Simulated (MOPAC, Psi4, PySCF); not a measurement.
Torsional profile of heptane, C₇H₁₆, SMILES CCCCCCC, singlet. Scanned: dihedral C4–C3–C2–C1; all other coordinates were relaxed at GFN2-xTB. Points at φ and −φ are mirror images.

Atom numbering (GFN2-xTB optimised geometry, Å):
```
23

C     -3.7961     0.2982    -0.0723
C     -2.5282    -0.4621     0.2969
C     -1.2696     0.2935    -0.1228
C      0.0055    -0.4622     0.2430
C      1.2627     0.2935    -0.1804
C      2.5391    -0.4600     0.1858
C      3.7890     0.2984    -0.2436
H     -4.6798    -0.2570     0.2341
H     -3.8460     0.4568    -1.1475
H     -3.8143     1.2697     0.4170
H     -2.5058    -0.6278     1.3765
H     -2.5385    -1.4415    -0.1870
H     -1.2932     0.4598    -1.2025
H     -1.2599     1.2732     0.3612
H     -0.0054    -1.4429    -0.2390
H      0.0300    -0.6272     1.3230
H      1.2733     1.2745     0.3008
H      1.2388     0.4568    -1.2606
H      2.5278    -1.4418    -0.2933
H      2.5652    -0.6205     1.2662
H      3.7912     0.4507    -1.3208
H      4.6856    -0.2549     0.0265
H      3.8285     1.2727     0.2388
```

Computed with: PBE0/def2-SVP // GFN2-xTB (Psi4); PBE0-D3(BJ)/def2-SVP // GFN2-xTB (Psi4); RMP2/3-21G = restricted MP2 (frozen core)/3-21G // GFN2-xTB in PySCF; RKS-B3LYP/6-311+G** = restricted B3LYP/6-311+G**, spherical d, density fitting // GFN2-xTB (PySCF); AM1, restricted, heats of formation // GFN2-xTB (MOPAC); PBE-D3(BJ)/def2-SVP // GFN2-xTB (Psi4).

Energies in eV, each method relative to its own lowest point.

```tsv
φ / °	PBE0/def2-SVP	PBE0-D3(BJ)/def2-SVP	RMP2/3-21G	RKS-B3LYP/6-311+G**	AM1	PBE-D3(BJ)/def2-SVP
-160	0.035	0.035	0.036	0.031	0.018	0.035
-140	0.107	0.106	0.112	0.096	0.054	0.105
-120	0.145	0.143	0.151	0.133	0.073	0.140
-100	0.109	0.104	0.109	0.105	0.057	0.101
-80	0.049	0.041	0.039	0.052	0.035	0.039
-60	0.034	0.024	0.027	0.041	0.043	0.023
-40	0.087	0.075	0.088	0.099	0.081	0.074
-20	0.184	0.172	0.192	0.197	0.143	0.166
0	0.238	0.226	0.248	0.249	0.177	0.218
20	0.184	0.172	0.192	0.197	0.143	0.166
40	0.087	0.075	0.088	0.099	0.081	0.074
60	0.034	0.024	0.027	0.041	0.043	0.023
80	0.049	0.041	0.039	0.052	0.035	0.039
100	0.109	0.104	0.109	0.105	0.057	0.101
120	0.145	0.143	0.151	0.133	0.073	0.140
140	0.107	0.106	0.112	0.096	0.054	0.105
160	0.035	0.035	0.036	0.031	0.018	0.035
180	0.000	0.000	0.000	0.000	0.000	0.000
```

Root-mean-square difference from the PBE-D3(BJ)/def2-SVP profile, itself a level with limits, after the best constant shift (eV): PBE0/def2-SVP 0.006, PBE0-D3(BJ)/def2-SVP 0.002, RMP2/3-21G 0.009, RKS-B3LYP/6-311+G** 0.015, AM1 0.027.
